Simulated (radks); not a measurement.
The nuclear charge of neutral sulfur is varied continuously with 16 electrons held in [Ne] 3s2 3p4. All-electron calculation, scalar-relativistic Kohn-Sham, r2SCAN, spin-polarised, spherical densities, finite nucleus; open shells are filled with parallel spins first; meta-GGA in the generalised Kohn-Sham scheme; Fermi nuclear charge, rms radius 3.2611 fm. Program: a radial shooting solver on a logarithmic mesh with Libxc functionals. By the Hellmann-Feynman theorem dE/dZ = E(electron-nucleus)/Z, the electronic potential at the nucleus (averaged over a nucleus of fixed radius). The scalar-relativistic energy here is not variational (the density holds large components alone), so the two differ by a part that grows with Z.

Z     E (hartree)  E(electron-nucleus)/Z (hartree)  HOMO  e(HOMO) (eV)  <r> HOMO (bohr)
15.8   -387.41409                         -58.5243    3p        -3.898            2.235
15.9   -393.29208                         -59.0043    3p        -4.866            2.175
16     -399.21809                         -59.4840    3p        -5.875            2.120
16.1   -405.19210                         -59.9633    3p        -6.925            2.070
16.2   -411.21406                         -60.4425    3p        -8.015            2.022
16.3   -417.28397                         -60.9213    3p        -9.144            1.978
16.4   -423.40179                         -61.4000    3p       -10.312            1.936
16.5   -429.56752                         -61.8785    3p       -11.518            1.897
16.6   -435.78113                         -62.3569    3p       -12.761            1.860
16.7   -442.04262                         -62.8351    3p       -14.041            1.825
16.8   -448.35196                         -63.3132    3p       -15.357            1.791
16.9   -454.70915                         -63.7912    3p       -16.709            1.759
17     -461.11418                         -64.2691    3p       -18.098            1.729

The central difference of E at Z = 16 is -59.500 hartree, to compare with the third column; the second derivative is -4.8 hartree.
